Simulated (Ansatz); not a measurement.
Basis sets compared for the cluster In₄Sn. The state is a singlet with charge 0. Geometry r2SCAN-D4/def2-SVP. Ansatz on 4 threads of Arm Neoverse V1 on a shared host; times are rough, and most runs start from earlier orbitals.

```xyz
5

In   -1.528    2.561    0.182
In    1.620   -1.399   -1.192
In   -1.285   -1.405   -1.269
In    1.986    0.305    1.134
Sn   -0.793   -0.062    1.144
```

In the def2 sets In, Sn take a core potential; there is no spin–orbit coupling. The structure comes from a short search, and lower isomers may exist.

Binding counts from free atoms (In doublet, Sn triplet) in the same basis, without a counterpoise term.

```tsv
level	functions	energy (Eh)	HOMO (eV)	LUMO (eV)	binding per atom (eV)	wall time
PBE-D4/def2-SVP	130	-975.0034	-4.34	-2.95	1.70	2.1 s
PBE-D4/def2-TZVP	250	-975.0330	-4.32	-2.94	1.71	5.5 s
r2SCAN-D4/def2-TZVP (with forces)	250	-975.3560	-4.50	-2.97	1.63	13 s
PBE0-D4/def2-SVP	130	-974.9829	-4.92	-2.50	1.58	3.9 s
PBE0-D4/def2-TZVP	250	-975.0087	-4.89	-2.47	1.60	14 s
```

Problem. Estimate the rows for PBE-D4/def2-TZVPD, r2SCAN-D4/def2-TZVPD, PBE0-D4/def2-TZVPD.

Solution. 
```json
{"level": "PBE-D4/def2-TZVPD", "functions": "280", "energy (Eh)": "-975.0335", "HOMO (eV)": "-4.32", "LUMO (eV)": "-2.94", "binding per atom (eV)": "1.71", "wall time": "7.5 s"}
{"level": "r2SCAN-D4/def2-TZVPD", "functions": "280", "energy (Eh)": "-975.3566", "HOMO (eV)": "-4.50", "LUMO (eV)": "-2.98", "binding per atom (eV)": "1.63", "wall time": "14 s"}
{"level": "PBE0-D4/def2-TZVPD", "functions": "280", "energy (Eh)": "-975.0091", "HOMO (eV)": "-4.90", "LUMO (eV)": "-2.47", "binding per atom (eV)": "1.60", "wall time": "15 s"}
```
